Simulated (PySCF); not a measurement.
Computed shifts of a molecule C5H5F, PBE/pcSseg-1 (PySCF), GIAO, gas phase, atoms alike by connectivity averaged where their shifts nearly agree, in ppm (number of nuclei): ¹³C: 172.0 (1), 95.6 (1), 81.4 (1), 75.1 (1), 29.1 (1). ¹⁹F: -105.2 (1). ¹H: 4.89 (1), 4.59 (1), 3.55 (1), 3.20 (1), 2.04 (1). References: ¹³C against TMS (σ = 182.0 ppm); ¹⁹F against CFCl3 (σ = 133.6 ppm); ¹H against TMS (σ = 31.49 ppm), references at their B3LYP-D3(BJ)/def2-TZVP geometries, non-relativistic. Geometry optimised at PBE0-D3(BJ)/def2-SVP. One conformer was computed; it need not be the lowest.

Q: Which structure fits?
(A) C#CCC(=C)F
(B) C=CC=C=CF
(C) C=C(F)C#CC
(D) C=C=C(F)C=C

A: A, C#CCC(=C)F
